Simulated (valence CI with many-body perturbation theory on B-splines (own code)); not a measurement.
## Ru38+: electric-dipole lines

Level of theory: relativistic CI+MBPT: four valence electrons over a frozen Dirac-Fock core [He], radial functions for each j: 11 s, 11 p, 9 d, 7 f, 5 g, 2 h, 1 i, with the one-electron correlation potential Σ1, the two-electron term Σ2, the three-electron term Σ3, Breit, model QED; selected CI, second order for the rest (own B-spline code, finite nucleus).

The last digits are not significant, and no measured levels were compared; by estimate large intervals hold to a few tenths of a per cent, small ones and those within an open d or f shell to about a per cent. Among the levels kept, up to 260 cm⁻¹ of a level comes from second order outside the variational space, and about a tenth of that is noise between levels of different J, which matters for small intervals.

Lines 51 to 100 of 234 in falling wavelength, among levels below 29148 × 10³ cm⁻¹, chosen from the strongest by gf and those to the six lowest levels. Wavelengths and rates use the calculated energies. Electric multipoles are in the length gauge, E1 and E2 with the static RPA response of the core. Weak lines are less certain than strong ones. Lines between different terms over intervals too small for the method are left out, as are lines whose strength nearly cancels. The highest levels of a list are the least certain.

Levels are named by their leading jj configuration (3d3/2^4 stands for four electrons in 3d with j = 3/2), which in mixed levels can hold well under half, so a name can repeat and another be missing. Letters in brackets count levels of one name in rising energy.

| λ vac (Å) | Upper | Lower | A (s⁻¹) | S (a.u.) |
| --- | --- | --- | --- | --- |
| 61.78 | (2p1/2^2 2p3/2^2) J=2 | (2s 2p1/2 2p3/2^2) J=3 | 4.99e+10 | 2.91e-02 |
| 50.16 | (2s 2p1/2 2p3/2^2) J=2 [a] | (2s^2 2p1/2 2p3/2) J=2 | 1.73e+09 | 5.39e-04 |
| 47.65 | (2s 2p1/2 2p3/2^2) J=2 [a] | (2s^2 2p1/2 2p3/2) J=1 | 4.82e+10 | 1.29e-02 |
| 45.31 | (2s 2p1/2 2p3/2^2) J=3 | (2s^2 2p1/2 2p3/2) J=2 | 3.87e+10 | 1.24e-02 |
| 43.74 | (2p1/2 2p3/2^3) J=1 | (2s 2p1/2 2p3/2^2) J=1 [b] | 1.35e+11 | 1.67e-02 |
| 41.88 | (2s 2p1/2 2p3/2 3p3/2) J=3 [c] | (2s^2 2p1/2 3p3/2) J=2 | 1.46e+11 | 3.70e-02 |
| 41.78 | (2s 2p3/2^3) J=2 | (2s^2 2p3/2^2) J=2 | 1.86e+11 | 3.35e-02 |
| 41.41 | (2s 2p1/2 2p3/2 3p3/2) J=2 [c] | (2s^2 2p1/2 3p3/2) J=1 | 1.73e+11 | 3.03e-02 |
| 41.34 | (2s 2p1/2 2p3/2 3d3/2) J=3 [c] | (2s^2 2p1/2 3d3/2) J=2 | 1.22e+11 | 2.97e-02 |
| 41.30 | (2p3/2^4) J=0 | (2s 2p3/2^3) J=1 | 6.27e+11 | 2.18e-02 |
| 41.19 | (2p1/2^2 2p3/2^2) J=2 | (2s 2p1/2^2 2p3/2) J=1 | 1.06e+11 | 1.82e-02 |
| 41.13 | (2s 2p1/2 2p3/2 3p1/2) J=2 [c] | (2s^2 2p1/2 3p1/2) J=1 | 1.55e+11 | 2.66e-02 |
| 40.95 | (2s 2p1/2 2p3/2 3p1/2) J=1 [b] | (2s^2 2p1/2 3p1/2) J=1 | 2.13e+11 | 2.17e-02 |
| 40.87 | (2p1/2 2p3/2^3) J=2 | (2s 2p1/2 2p3/2^2) J=2 [b] | 2.41e+11 | 4.06e-02 |
| 40.80 | (2s 2p1/2 2p3/2 3p1/2) J=1 [c] | (2s^2 2p1/2 3p1/2) J=0 | 1.81e+11 | 1.82e-02 |
| 40.69 | (2s 2p1/2 2p3/2 3s) J=2 [c] | (2s^2 2p1/2 3s) J=1 | 1.56e+11 | 2.59e-02 |
| 40.66 | (2s 2p1/2 2p3/2 3p3/2) J=2 [d] | (2s^2 2p1/2 3p3/2) J=2 | 2.00e+11 | 3.32e-02 |
| 40.62 | (2s 2p1/2 2p3/2 3d3/2) J=2 [c] | (2s^2 2p1/2 3d3/2) J=2 | 1.69e+11 | 2.80e-02 |
| 40.45 | (2s 2p1/2 2p3/2 3s) J=1 [c] | (2s^2 2p1/2 3s) J=1 | 1.71e+11 | 1.67e-02 |
| 40.25 | (2s 2p1/2 2p3/2 3p3/2) J=1 [c] | (2s^2 2p1/2 3p3/2) J=1 | 1.61e+11 | 1.56e-02 |
| 40.22 | (2s 2p1/2 2p3/2 3d3/2) J=1 [c] | (2s^2 2p1/2 3d3/2) J=2 | 2.58e+11 | 2.48e-02 |
| 40.04 | (2s 2p3/2^3) J=1 | (2s^2 2p3/2^2) J=0 | 1.04e+11 | 9.88e-03 |
| 40.02 | (2s 2p1/2 2p3/2 3p3/2) J=1 [d] | (2s^2 2p1/2 3p3/2) J=2 | 2.12e+11 | 2.01e-02 |
| 39.45 | (2s 2p1/2 2p3/2^2) J=0 | (2s^2 2p1/2 2p3/2) J=1 | 1.80e+11 | 5.46e-03 |
| 39.34 | (2s 2p1/2^2 2p3/2) J=1 | (2s^2 2p1/2^2) J=0 | 1.93e+11 | 1.74e-02 |
| 38.61 | (2s 2p1/2 2p3/2^2) J=2 [b] | (2s^2 2p1/2 2p3/2) J=2 | 3.02e+11 | 4.29e-02 |
| 38.22 | (2s 2p1/2 2p3/2^2) J=1 [a] | (2s^2 2p1/2 2p3/2) J=1 | 2.89e+11 | 2.39e-02 |
| 37.93 | (2s 2p1/2 2p3/2^2) J=1 [b] | (2s^2 2p1/2 2p3/2) J=2 | 3.08e+11 | 2.49e-02 |
| 37.11 | (2s 2p1/2 2p3/2^2) J=2 [b] | (2s^2 2p1/2 2p3/2) J=1 | 1.23e+10 | 1.55e-03 |
| 36.48 | (2s 2p1/2 2p3/2^2) J=1 [b] | (2s^2 2p1/2 2p3/2) J=1 | 2.88e+10 | 2.07e-03 |
| 36.41 | (2s 2p3/2^3) J=1 | (2s^2 2p3/2^2) J=2 | 3.90e+11 | 2.79e-02 |
| 35.30 | (2p1/2^2 2p3/2^2) J=2 | (2s 2p1/2^2 2p3/2) J=2 | 1.28e+11 | 1.39e-02 |
| 28.51 | (2s 2p3/2^3) J=2 | (2s^2 2p1/2 2p3/2) J=2 | 8.75e+09 | 5.00e-04 |
| 27.35 | (2s 2p1/2 2p3/2^2) J=1 [a] | (2s^2 2p1/2^2) J=0 | 1.09e+10 | 3.32e-04 |
| 25.22 | (2s 2p3/2^3) J=1 | (2s^2 2p1/2 2p3/2) J=1 | 2.10e+10 | 5.00e-04 |
| 4.136 | (2s^2 2p1/2 3p3/2) J=1 | (2s 2p1/2^2 2p3/2) J=2 | 1.91e+12 | 2.00e-04 |
| 4.124 | (2s 2p3/2^2 3s) J=2 | (2s 2p3/2^3) J=2 | 1.24e+13 | 2.15e-03 |
| 4.116 | (2s^2 2p3/2 3s) J=1 | (2s^2 2p3/2^2) J=0 | 7.60e+12 | 7.85e-04 |
| 4.090 | (2s 2p1/2 2p3/2 3s) J=2 [b] | (2s 2p1/2 2p3/2^2) J=3 | 1.33e+13 | 2.24e-03 |
| 4.088 | (2s^2 2p1/2 3s) J=1 | (2s^2 2p1/2 2p3/2) J=2 | 1.58e+13 | 1.60e-03 |
| 4.087 | (2s 2p1/2^2 3s) J=1 | (2s 2p1/2^2 2p3/2) J=2 | 1.54e+13 | 1.56e-03 |
| 4.087 | (2s 2p1/2 2p3/2 3s) J=1 [a] | (2s 2p1/2 2p3/2^2) J=2 [a] | 1.75e+13 | 1.77e-03 |
| 4.083 | (2s^2 2p3/2 3s) J=2 | (2s^2 2p3/2^2) J=2 | 6.56e+12 | 1.10e-03 |
| 4.074 | (2s^2 2p3/2 3s) J=1 | (2s^2 2p3/2^2) J=2 | 1.81e+13 | 1.81e-03 |
| 4.073 | (2s^2 2p1/2 3s) J=0 | (2s^2 2p1/2 2p3/2) J=1 | 2.04e+13 | 6.80e-04 |
| 4.071 | (2s^2 2p1/2 3d5/2) J=2 | (2s^2 2p3/2^2) J=2 | 4.00e+12 | 6.66e-04 |
| 4.070 | (2s^2 2p1/2 3s) J=1 | (2s^2 2p1/2 2p3/2) J=1 | 3.27e+12 | 3.26e-04 |
| 3.991 | (2s 2p1/2 2p3/2 3d5/2) J=2 [a] | (2s 2p1/2 2p3/2^2) J=1 [a] | 2.12e+13 | 3.32e-03 |
| 3.978 | (2s 2p1/2 2p3/2 3d5/2) J=1 [a] | (2s 2p1/2 2p3/2^2) J=1 [a] | 1.74e+13 | 1.62e-03 |
| 3.976 | (2s 2p1/2 2p3/2 3d5/2) J=2 [b] | (2s 2p1/2 2p3/2^2) J=1 [b] | 1.26e+13 | 1.95e-03 |
